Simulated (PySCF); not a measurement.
Vertical excitations of a molecule C3H6BFO from TDDFT-PBE/def2-SVPD in PySCF, as energy in eV (oscillator strength): 5.47 (0.000), 5.48 (0.200), 5.75 (0.001), 6.64 (0.000), 6.78 (0.020), 6.85 (0.011), 7.21 (0.018), 7.22 (0.044), 7.26 (0.000), 7.86 (0.020). Lowest triplet (TDA): 3.61 eV. Geometry optimised at PBE0-D3(BJ)/def2-SVP. The values are those of a single conformer.

Identify the compound among the candidates.
A) C=CB(F)OC
B) C=CB(O)CF
C) C=C(F)B(C)O
D) OB1CC[C@H]1F

C, C=C(F)B(C)O
